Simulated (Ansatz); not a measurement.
2 `[NH2][AlH2]` → `[NH2+]1[AlH2-][NH2+][AlH2-]1` at 600 K and 1 bar (dimerisation).

Computed with Ansatz on PBE0-D4/def2-TZVP structures; ΔE is electronic, products minus reactants. CBS: MP2 limit from def2 TZ/QZ plus the TZ coupled-cluster correction, frozen cores. This one scheme is used for every species.

```json
{"species": "`[NH2][AlH2]`", "CCSD(T)/CBS energy (Eh)": "-299.14566", "H − E (kJ/mol)": "138.4", "S (J/(mol·K))": "304.9"}
{"species": "`[NH2+]1[AlH2-][NH2+][AlH2-]1`", "CCSD(T)/CBS energy (Eh)": "-598.38612", "H − E (kJ/mol)": "289.1", "S (J/(mol·K))": "427.4"}
```

H − E and S are ideal-gas, rigid-rotor, harmonic terms from PBE0-D4/def2-TZVP. 1 Eh = 2625.50 kJ/mol, R = 8.31446 J/(mol·K).

Problem. By hand: ΔE, ΔH, ΔS and ΔG.

Solution. ΔE = (-598.38612) − 2 × (-299.14566) = -0.09480 Eh = -248.9 kJ/mol. Δ(H − E) = 289.1 − 2 × 138.4 = 12.3, so ΔH = -236.6 kJ/mol. ΔS = 427.4 − 2 × 304.9 = -182.4 J/(mol·K). ΔG = -236.6 − 600 × (-182.4)/1000 = -127.2 kJ/mol.

Problem. By hand: the equilibrium constant, and the temperature at which ΔG would vanish if ΔH and ΔS stayed fixed.

Solution. log₁₀ K = −ΔG/(RT ln 10) = 11.1. ΔG = 0 at ΔH/ΔS = 1297 K.

The number of gas molecules changes by -1, which sets the sign of ΔS. A doubt of 5 kJ/mol in ΔE shifts log₁₀ K by 0.4 here. These are equilibria of isolated gas molecules and say nothing of rates. Largest T1 diagnostic: 0.011 (customary marks: 0.02 for closed shells, 0.045 for open ones).
